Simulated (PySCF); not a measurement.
Magnetisability: `CC1=CO[SiH2]C(=O)OC1`, C5H8O3Si

Geometry:
```tsv
atom	x (Å)	y (Å)	z (Å)
C1	-2.385	0.049	-0.568
C2	-1.001	-0.144	-0.032
C3	-0.442	-1.347	0.056
O4	0.808	-1.610	0.497
Si5	2.169	-0.711	0.566
C6	1.921	0.853	-0.537
O7	2.770	1.236	-1.303
O8	0.744	1.509	-0.510
C9	-0.261	1.097	0.405
H10	-3.024	0.506	0.187
H11	-2.821	-0.899	-0.868
H12	-2.358	0.714	-1.430
H13	-0.971	-2.245	-0.236
H14	3.186	-1.541	-0.053
H15	2.425	-0.338	1.959
H16	0.184	0.940	1.398
H17	-0.950	1.943	0.460
```

Level of theory: PySCF, GIAO PBE0/pcSseg-1 magnetisability, rotational g tensor and spin-rotation constants, non-relativistic, gas phase. Geometry: GFN2-xTB.

(1) What are the magnetisability and the molar susceptibility?

(2) Split it along the inertial axes a, b, c into diamagnetic and paramagnetic parts about the centre of mass, with the quadrupole moment.

(3) And the rotational g tensor?

Results:

(1) Isotropic -1154 × 10⁻³⁰ J/T², or -69.5 × 10⁻⁶ cm³/mol; principal values -1212, -1184, -1067 × 10⁻³⁰ J/T², anisotropy 134 × 10⁻³⁰ J/T² (root of half the summed squared differences of the principal values). The susceptibility is in cgs units.

(2) 
```
axis  χ (10⁻⁶ cm³/mol)  diamagnetic (10⁻⁶ cm³/mol)  paramagnetic (10⁻⁶ cm³/mol)  summed x² of all electrons (Å²)  quadrupole Θ (D Å)
   a             -71.6                      -659.6                        588.0                            224.9               +1.58
   b             -64.7                     -1103.7                       1039.0                            120.2               -5.09
   c             -72.3                     -1464.1                       1391.8                             35.3               +3.52
```
Anisotropies 2χaa − χbb − χcc = -6.2 and 2χbb − χaa − χcc = +14.5 × 10⁻⁶ cm³/mol. Θ is traceless in Buckingham's convention.

(3) 
| axis | rotational constant (GHz) | g | nuclear part | electronic part |
| --- | --- | --- | --- | --- |
| a | 2.1616 | -0.0390 | 0.5582 | -0.5971 |
| b | 1.2276 | -0.0238 | 0.5754 | -0.5992 |
| c | 0.8775 | -0.0160 | 0.5578 | -0.5738 |

Asymmetric top; isotopes 12C, 1H, 16O, 28Si; no vibrational averaging.
